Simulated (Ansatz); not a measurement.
Program: Ansatz 0.2.0.

Basis-set series for `CO[SiH2][NH]` radical. Total charge 0; spin multiplicity 2. The structure was optimised at the PBE0-D4/def2-TZVP level. It is one conformer, not always the lowest.

Z-matrix (Å, degrees):
```
C
O 1 1.408
H 1 1.096 2 111.3
H 1 1.091 2 108.4 3 119.1
H 1 1.097 2 111.7 3 -121.4
Si 2 1.640 1 124.0 3 78.1
N 6 1.736 2 118.8 1 -73.6
H 6 1.481 2 105.8 1 167.3
H 6 1.491 2 109.5 1 46.0
H 7 1.020 6 118.3 2 2.2
```

```csv
functional,basis,functions,energy (Eh),HOMO (eV),LUMO (eV)
PBE0-D4,def2-SVP,90,-460.61644,-7.61,-3.03
PBE0-D4,def2-QZVPP,421,-460.95192,-7.89,-3.38
ωB97M-V,def2-SVP,90,-460.82913,-9.96,-0.87
ωB97M-V,def2-QZVPP,421,-461.17169,-10.27,-1.36
```

Question: Give the rows for def2-TZVPP. (An estimate is asked.)

Answer: The calculation gave: 
```csv
functional,basis,functions,energy (Eh),HOMO (eV),LUMO (eV)
PBE0-D4,def2-TZVPP,219,-460.93139,-7.85,-3.32
ωB97M-V,def2-TZVPP,219,-461.15234,-10.23,-1.27
```

HOMO and LUMO are taken over both spins.
